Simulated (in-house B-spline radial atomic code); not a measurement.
The manganese ion Mn²⁺ is squeezed into an impenetrable sphere of radius R (the orbitals vanish at R). No spin polarisation. Computed with a B-spline radial code for spherical atoms: non-relativistic LDA VWN5, spherical fractional occupations, point nucleus.

Energies in eV above the free ion in [Ar] 3d5:

| R (bohr) | highest level (eV) | [Ar] 3d5 | [Ne] 3s2 3p5 3d6 | -dE/dV in [Ar] 3d5 (GPa) |
| --- | --- | --- | --- | --- |
| 8.12 | -24.8 | 4.439e-05 | 47.36 | 0.000138 |
| 6.74 | -24.8 | 0.001135 | 47.36 | 0.00498 |
| 4.83 | -24.6 | 0.08443 | 47.45 | 0.682 |
| 4.58 | -24.5 | 0.1457 | 47.51 | 1.3 |
| 3.59 | -23.4 | 1.232 | 48.67 | 17.8 |
| 3.2 | -22.1 | 2.886 | 50.49 | 53.8 |
| 2.57 | -16.9 | 12.49 | 60.97 | 403 |
| 2.25 | -10.6 | 28.59 | 78.2 | 1310 |
| 1.85 | 6.3 | 90.25 | 142.4 | 6910 |
| 1.44 | 51.3 | 339.1 | 394.3 | 48100 |

**Question.** Does [Ne] 3s2 3p5 3d6 fall below [Ar] 3d5 under compression?

**Answer.** No, it stays above over the whole range.

The highest level is first positive in the row R = 1.85 bohr, pushed up by confinement above the zero of the free ion's potential. Each configuration is held fixed and needn't be the lowest in the sphere.
